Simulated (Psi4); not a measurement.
C₃H₇O₂, doublet, at a GFN2-xTB geometry of the parent state (the spin is typed, not shown lowest); MP2/6-31G** run with Psi4.

The Psi4 input:
```
memory 2 GB

molecule mol {
0 2
C     1.161482    1.074409   -0.013542
C     0.580902   -0.378986    0.119928
O     0.952450   -1.036895    1.184361
C    -0.990238   -0.236304    0.049198
O    -1.467246    0.336971   -1.172644
H     0.900451    1.650040    0.874144
H     2.247062    1.024744   -0.084834
H     0.761019    1.566734   -0.899474
H     0.855507   -0.890544   -0.871394
H    -1.315489    0.378829    0.901202
H    -1.413624   -1.242238    0.177075
H    -2.429437    0.357119   -1.123969
}

set {
  basis 6-31g**
  reference uhf
}

energy('mp2')
print_variables()
```

Problem. Write the output that Psi4 gives for this input, abridged.

Solution. 
```
    SCF Algorithm Type (re)set to DF.

   => Loading Basis Set <=

    Name: 6-31G**
    Role: ORBITAL
    Keyword: BASIS

         ---------------------------------------------------------
                                   SCF
               by Justin Turney, Rob Parrish, Andy Simmonett
                          and Daniel G. A. Smith
                              UHF Reference
         ---------------------------------------------------------

  ==> Geometry <==

    Molecular point group: c1
    Full point group: C1

    Geometry (in Angstrom), charge = 0, multiplicity = 2:

       Center              X                  Y                   Z               Mass
    ------------   -----------------  -----------------  -----------------  -----------------
         C            1.156231311093     1.111971365693    -0.027122352079    12.000000000000
         C            0.575651311093    -0.341423634307     0.106347647921    12.000000000000
         O            0.947199311093    -0.999332634307     1.170780647921    15.994914619570
         C           -0.995488688907    -0.198741634307     0.035617647921    12.000000000000
         O           -1.472496688907     0.374533365693    -1.186224352079    15.994914619570
         H            0.895200311093     1.687602365693     0.860563647921     1.007825032230
         H            2.241811311093     1.062306365693    -0.098414352079     1.007825032230
         H            0.755768311093     1.604296365693    -0.913054352079     1.007825032230
         H            0.850256311093    -0.852981634307    -0.884974352079     1.007825032230
         H           -1.320739688907     0.416391365693     0.887621647921     1.007825032230
         H           -1.418874688907    -1.204675634307     0.163494647921     1.007825032230
         H           -2.434687688907     0.394681365693    -1.137549352079     1.007825032230

  Running in c1 symmetry.

  Rotational constants: A =      0.27244  B =      0.12239  C =      0.09239 [cm^-1]
  Rotational constants: A =   8167.58598  B =   3669.29159  C =   2769.64956 [MHz]
  Nuclear repulsion =  182.882977231785588

  Charge       = 0
  Multiplicity = 2
  Electrons    = 41
  Nalpha       = 21
  Nbeta        = 20

  ==> Algorithm <==

  SCF Algorithm Type is DF.
  DIIS enabled.
  MOM disabled.
  Fractional occupation disabled.
  Guess Type is SAD.
  Energy threshold   = 1.00e-08
  Density threshold  = 1.00e-08
  Integral threshold = 1.00e-12

  ==> Primary Basis <==

  Basis Set: 6-31G**
    Blend: 6-31G**
    Number of shells: 51
    Number of basis functions: 110
    Number of Cartesian functions: 110
    Spherical Harmonics?: false
    Max angular momentum: 2

   => Loading Basis Set <=

    Name: (6-31G** AUX)
    Role: JKFIT
    Keyword: DF_BASIS_SCF

  ==> Integral Setup <==

  SCF_SUBTYPE=INCORE selected. In-core MEM_DF algorithm will be used.
  Using in-core AOs.

  ==> MemDFJK: Density-Fitted J/K Matrices <==

    J tasked:                   Yes
    K tasked:                   Yes
    wK tasked:                   No
    Algorithm:                 Core
    Schwarz Cutoff:           1E-12
    Mask sparsity (%):       1.6694
    Fitting Condition:        1E-10

   => Auxiliary Basis Set <=

  Basis Set: (6-31G** AUX)
    Blend: CC-PVDZ-JKFIT
    Number of shells: 183
    Number of basis functions: 580
    Number of Cartesian functions: 580
    Spherical Harmonics?: false
    Max angular momentum: 3

  Minimum eigenvalue in the overlap matrix is 3.6839258919E-03.
  Reciprocal condition number of the overlap matrix is 5.2182322362E-04.
    Using symmetric orthogonalization.

  ==> Pre-Iterations <==

  SCF Guess: Superposition of Atomic Densities via on-the-fly atomic UHF (no occupation information).

   -------------------------
    Irrep   Nso     Nmo
   -------------------------
     A        110     110
   -------------------------
    Total     110     110
   -------------------------

  ==> Iterations <==

                           Total Energy        Delta E     RMS |[F,P]|

   @DF-UHF iter SAD:  -266.12409115313602   -2.66124e+02   0.00000e+00
   @DF-UHF iter   1:  -267.09613485851827   -9.72044e-01   5.14863e-03 DIIS/ADIIS
   @DF-UHF iter   2:  -267.24765989696061   -1.51525e-01   3.72567e-03 DIIS/ADIIS
   @DF-UHF iter   3:  -267.31549200320853   -6.78321e-02   8.73557e-04 DIIS/ADIIS
   @DF-UHF iter   4:  -267.33474250322894   -1.92505e-02   5.69882e-04 DIIS/ADIIS
   @DF-UHF iter   5:  -267.34232444239967   -7.58194e-03   2.54245e-04 DIIS/ADIIS
   @DF-UHF iter   6:  -267.34422186598579   -1.89742e-03   9.54685e-05 DIIS
   @DF-UHF iter   7:  -267.34439436784953   -1.72502e-04   4.51810e-05 DIIS
   @DF-UHF iter   8:  -267.34443401889342   -3.96510e-05   2.49489e-05 DIIS
   @DF-UHF iter   9:  -267.34445453854596   -2.05197e-05   1.63133e-05 DIIS
   @DF-UHF iter  10:  -267.34446839618209   -1.38576e-05   1.35334e-05 DIIS
   @DF-UHF iter  11:  -267.34447887631484   -1.04801e-05   1.31160e-05 DIIS
   @DF-UHF iter  12:  -267.34448850344324   -9.62713e-06   1.30808e-05 DIIS
   @DF-UHF iter  13:  -267.34449489412134   -6.39068e-06   1.30692e-05 DIIS
   @DF-UHF iter  14:  -267.34450614927027   -1.12551e-05   1.30688e-05 DIIS
   @DF-UHF iter  15:  -267.34451290558513   -6.75631e-06   1.30677e-05 DIIS
   @DF-UHF iter  16:  -267.34453962925568   -2.67237e-05   1.30642e-05 DIIS
   @DF-UHF iter  17:  -267.34458385248291   -4.42232e-05   1.30625e-05 DIIS
   @DF-UHF iter  18:  -267.34454991558817    3.39369e-05   1.30976e-05 DIIS
   @DF-UHF iter  19:  -267.34497463333480   -4.24718e-04   5.64512e-05 DIIS
   @DF-UHF iter  20:  -267.34499653308694   -2.18998e-05   5.37082e-05 DIIS
   @DF-UHF iter  21:  -267.34496544335457    3.10897e-05   3.35026e-05 DIIS
   @DF-UHF iter  22:  -267.34510532780769   -1.39884e-04   4.72956e-05 DIIS
   @DF-UHF iter  23:  -267.34523715913252   -1.31831e-04   1.69777e-04 DIIS/ADIIS
   @DF-UHF iter  24:  -267.34535796749265   -1.20808e-04   8.90469e-05 DIIS
   @DF-UHF iter  25:  -267.34555919933217   -2.01232e-04   4.32678e-05 DIIS
   @DF-UHF iter  26:  -267.34494723955629    6.11960e-04   3.11200e-04 DIIS/ADIIS
   @DF-UHF iter  27:  -267.34525169921653   -3.04460e-04   2.49511e-04 DIIS/ADIIS
   @DF-UHF iter  28:  -267.34556756487518   -3.15866e-04   1.66051e-04 DIIS/ADIIS
   @DF-UHF iter  29:  -267.34579430454517   -2.26740e-04   5.64356e-05 DIIS
   @DF-UHF iter  30:  -267.34569334335049    1.00961e-04   1.23347e-04 DIIS/ADIIS
   @DF-UHF iter  31:  -267.34569041156743    2.93178e-06   1.24629e-04 DIIS/ADIIS
   @DF-UHF iter  32:  -267.34580889913468   -1.18488e-04   5.04845e-05 DIIS
   @DF-UHF iter  33:  -267.34583227776386   -2.33786e-05   6.69996e-06 DIIS
   @DF-UHF iter  34:  -267.34583325026540   -9.72502e-07   8.72961e-06 DIIS
   @DF-UHF iter  35:  -267.34583396507878   -7.14813e-07   9.18661e-07 DIIS
   @DF-UHF iter  36:  -267.34583396985659   -4.77780e-09   1.83356e-07 DIIS
   @DF-UHF iter  37:  -267.34583397420010   -4.34352e-09   9.52223e-08 DIIS
   @DF-UHF iter  38:  -267.34583397700652   -2.80642e-09   4.08104e-08 DIIS
   @DF-UHF iter  39:  -267.34583397834996   -1.34344e-09   2.71211e-08 DIIS
   @DF-UHF iter  40:  -267.34583397863730   -2.87343e-10   8.53851e-09 DIIS
  Energy and wave function converged.

  ==> Post-Iterations <==

   @Spin Contamination Metric:   1.091095726E-02
   @S^2 Expected:                7.500000000E-01
   @S^2 Observed:                7.609109573E-01
   @S   Expected:                5.000000000E-01
   @S   Observed:                5.000000000E-01

    Orbital Energies [Eh]
    ---------------------

    Alpha Occupied:

[...]
    Alpha Virtual:

[...]
    Beta Occupied:

[...]
    Beta Virtual:

[...]
    Final Occupation by Irrep:
              A
    DOCC [    20 ]
    SOCC [     1 ]
    NA   [    21 ]
    NB   [    20 ]

  @DF-UHF Final Energy:  -267.34583397863730

   => Energetics <=

    Nuclear Repulsion Energy =            182.8829772317855884
    One-Electron Energy =                -727.7005662855635819
    Two-Electron Energy =                 277.4717550751406634
    Total Energy =                       -267.3458339786373017

  UHF NO Occupations:
  HONO-2 :   19  A 1.9983661
  HONO-1 :   20  A 1.9972780
  HONO-0 :   21  A 1.0000000
  LUNO+0 :   22  A 0.0027220
  LUNO+1 :   23  A 0.0016339
  LUNO+2 :   24  A 0.0004211
  LUNO+3 :   25  A 0.0003668

Computation Completed

Properties will be evaluated at   0.000000,   0.000000,   0.000000 [a0]

Properties computed using the SCF density matrix

 Multipole Moments:

 ------------------------------------------------------------------------------------
     Multipole            Electronic (a.u.)      Nuclear  (a.u.)        Total (a.u.)
 ------------------------------------------------------------------------------------

 L = 1.  Multiply by 2.5417464519 to convert [e a0] to [Debye]
 Dipole X            :         -0.1202711           -0.4068226           -0.5270937
 Dipole Y            :         -2.7032342            2.9102973            0.2070631
 Dipole Z            :          0.9872133           -1.0522079           -0.0649946
 Magnitude           :                                                    0.5700238

 ------------------------------------------------------------------------------------

  //>>>>>>>>>>>>>>>>>>>>>>>>>>>>>>>>>>>//
  //               DFMP2               //
  //<<<<<<<<<<<<<<<<<<<<<<<<<<<<<<<<<<<//

   => Loading Basis Set <=

    Name: (6-31G** AUX)
    Role: RIFIT
    Keyword: DF_BASIS_MP2

	 --------------------------------------------------------
	                          DF-MP2
	      2nd-Order Density-Fitted Moller-Plesset Theory

	        Rob Parrish, Justin Turney, Andy Simmonett,
	           Ed Hohenstein, and C. David Sherrill
	 --------------------------------------------------------

	 --------------------------------------------------------
	                 NBF =   110, NAUX =   378
	 --------------------------------------------------------
	   CLASS    FOCC     OCC    AOCC    AVIR     VIR    FVIR
	   ALPHA       0      21      21      89      89       0
	    BETA       0      20      20      90      90       0
	 --------------------------------------------------------

	-----------------------------------------------------------
	 ==================> DF-MP2 Energies <====================
	-----------------------------------------------------------
	 Reference Energy          =    -267.3458339786373017 [Eh]
	 Singles Energy            =      -0.0000000000000000 [Eh]
	 Same-Spin Energy          =      -0.1874741188165389 [Eh]
	 Opposite-Spin Energy      =      -0.5823740185162124 [Eh]
	 Correlation Energy        =      -0.7698481373327513 [Eh]
	 Total Energy              =    -268.1156821159700598 [Eh]
	-----------------------------------------------------------
	 ================> DF-SCS-MP2 Energies <==================
	-----------------------------------------------------------
	 SCS Same-Spin Scale       =       0.3333333333333333 [-]
	 SCS Opposite-Spin Scale   =       1.2000000000000000 [-]
	 SCS Same-Spin Energy      =      -0.0624913729388463 [Eh]
	 SCS Opposite-Spin Energy  =      -0.6988488222194549 [Eh]
	 SCS Correlation Energy    =      -0.7613401951583012 [Eh]
	 SCS Total Energy          =    -268.1071741737956131 [Eh]
	-----------------------------------------------------------

  Variable Map:
  ----------------------------------------------------------------------------
[...]
  Array Variable Map:
  ----------------------------------------------------------------------------
[...]
[...]
```
